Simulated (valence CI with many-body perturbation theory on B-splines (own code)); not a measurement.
Results of a calculation; reference values are marked as such.
# Ge²⁵⁺: magnetic and hyperfine properties of the levels

Level of theory: valence CI with perturbative core correlation (CI+MBPT): five valence electrons over a frozen Dirac-Fock core [He], radial functions for each j: 11 s, 11 p, 10 d, 8 f, 5 g, 2 h, with the one-electron correlation potential Σ1 (screened to all orders), the two-electron term Σ2, the three-electron term Σ3, Breit, model QED; selected single and double excitations, second order for the rest, scaled by the run's own slope (own B-spline code, finite nucleus).

No measured levels were compared; by estimate levels of excited configurations hold to 0.05 to 0.15 % of their energy, terms of the ground configuration to about 0.5 %. Among the levels kept, up to 5600 cm⁻¹ of a level comes from second order outside the variational space, and about a tenth of that is noise between levels of different J, which matters for small intervals.

A/g_I is the dipole constant over the nuclear g factor μ/I (μ in nuclear magnetons, uniformly magnetised nucleus), B/Q the quadrupole constant per barn. Both hold the static response of the core; the bare values leave it out. Large factors of s and p1/2 electrons are usually good to 5 to 10 %; those of open d and f shells near neutrality can be off by tens of per cent, and small factors of p3/2, d and f electrons come from cancelling terms and can be off by a factor of two or in sign, in half-filled shells by more. B is blank for J = 1/2, where it vanishes, and for nearly pure S terms. Energies count from the lowest level.

Levels are named by their leading jj configuration (3d3/2^4 stands for four electrons in 3d with j = 3/2), which in mixed levels can hold well under half, so a name can repeat and another be missing. Letters in brackets count levels of one name in rising energy.

```csv
Level,E (eV),g,A/g_I (MHz),A/g_I bare,B/Q (MHz/b),B/Q bare
(2s^2 2p1/2^2 2p3/2) J=3/2,0.0,1.681,30800,35700,45700,45800
(2s^2 2p1/2 2p3/2^2) J=3/2,29.0,1.204,24800,26600,69000,69300
(2s^2 2p1/2 2p3/2^2) J=5/2,38.9,1.194,104000,105000,-678,-680
(2s^2 2p1/2 2p3/2^2) J=1/2,52.9,0.658,300000,297000,,
(2s^2 2p3/2^3) J=3/2,78.1,1.233,58700,60500,-116000,-116000
(2s 2p1/2^2 2p3/2^2) J=5/2,134.1,1.564,231000,230000,80300,80500
(2s 2p1/2 2p3/2^3) J=3/2 [a],154.8,1.648,124000,127000,-78500,-78800
(2s 2p1/2^2 2p3/2^2) J=1/2,157.8,2.537,605000,599000,,
(2s 2p1/2 2p3/2^3) J=3/2 [b],186.6,0.963,-15100,-12300,-104000,-105000
(2s 2p1/2 2p3/2^3) J=5/2,194.6,1.225,283000,279000,-181000,-182000
(2s 2p1/2 2p3/2^3) J=1/2,213.0,1.581,314000,310000,,
(2s 2p1/2 2p3/2^3) J=3/2 [c],221.8,1.240,20000,25100,61700,61900
(2s 2p3/2^4) J=1/2,252.8,1.202,654000,637000,,
(2p1/2^2 2p3/2^3) J=3/2,340.3,1.328,49500,53800,-98500,-98900
(2p1/2 2p3/2^4) J=1/2,374.2,0.658,301000,296000,,
(2s^2 2p1/2^2 3s) J=1/2,1439.9,2.170,246000,243000,,
(2s^2 2p1/2 2p3/2 3s) J=3/2 [a],1465.6,1.694,71500,73200,69000,69300
(2s^2 2p1/2 2p3/2 3s) J=1/2,1469.9,1.175,-82100,-76600,,
(2s^2 2p1/2^2 3p1/2) J=1/2,1472.7,0.684,81800,81000,,
(2s^2 2p1/2 2p3/2 3s) J=5/2,1474.2,1.436,138000,139000,16800,16900
(2s^2 2p1/2 2p3/2 3s) J=3/2 [b],1477.9,1.078,93600,96000,18300,18400
(2s^2 2p1/2^2 3p3/2) J=3/2,1485.7,1.344,15500,16600,24100,24200
(2s^2 2p1/2 2p3/2 3p1/2) J=1/2,1498.1,1.564,-33900,-28700,,
(2s^2 2p1/2 2p3/2 3p1/2) J=3/2 [a],1502.1,1.179,72200,73700,-5010,-5020
(2s^2 2p1/2 2p3/2 3p1/2) J=5/2,1507.6,1.232,84800,86300,22000,22100
(2s^2 2p3/2^2 3s) J=5/2,1508.4,1.355,105000,105000,85100,85400
(2s^2 2p1/2 2p3/2 3p3/2) J=5/2 [a],1509.6,1.408,20300,22400,97600,97900
(2s^2 2p1/2 2p3/2 3p3/2) J=1/2 [a],1511.1,1.987,-72100,-67200,,
(2s^2 2p3/2^2 3s) J=3/2,1511.2,1.078,23500,26500,35600,35700
(2s^2 2p1/2 2p3/2 3p3/2) J=3/2 [a],1513.9,1.238,72200,72800,-51200,-51400
(2s^2 2p1/2 2p3/2 3p3/2) J=7/2,1517.6,1.317,68000,69500,38000,38100
(2s^2 2p1/2 2p3/2 3p1/2) J=3/2 [b],1518.8,1.679,82100,85300,30800,30900
(2s^2 2p1/2^2 3d3/2) J=3/2,1522.4,0.739,11700,11300,1380,1460
(2s^2 2p1/2 2p3/2 3p3/2) J=3/2 [b],1522.9,1.218,32900,35200,41000,41100
(2s^2 2p1/2 2p3/2 3p3/2) J=5/2 [b],1526.4,1.184,86400,87300,16200,16300
(2s^2 2p1/2^2 3d5/2) J=5/2,1528.5,1.193,2520,2670,-113,-15.0
(2s^2 2p3/2^2 3s) J=1/2,1530.2,1.981,258000,254000,,
(2s^2 2p1/2 2p3/2 3p3/2) J=1/2 [b],1532.5,0.797,260000,259000,,
(2s 2p1/2^2 2p3/2 3s) J=5/2,1543.2,1.920,242000,243000,13900,14000
(2s^2 2p3/2^2 3p1/2) J=3/2,1547.5,1.298,73400,75100,55300,55500
```

Problem. Take the isotope of mass number 73, with I = 9/2, μ = -0.87824 μN and Q = -0.196 b. What is the hyperfine structure of (2s^2 2p1/2 2p3/2^2) J=5/2?

Solution. From the table A = -20200 MHz, B = 133 MHz. Shifts from the centre of gravity in MHz: F = 2: 278000, F = 3: 217000, F = 4: 136000, F = 5: 35300, F = 6: -85900, F = 7: -227000.
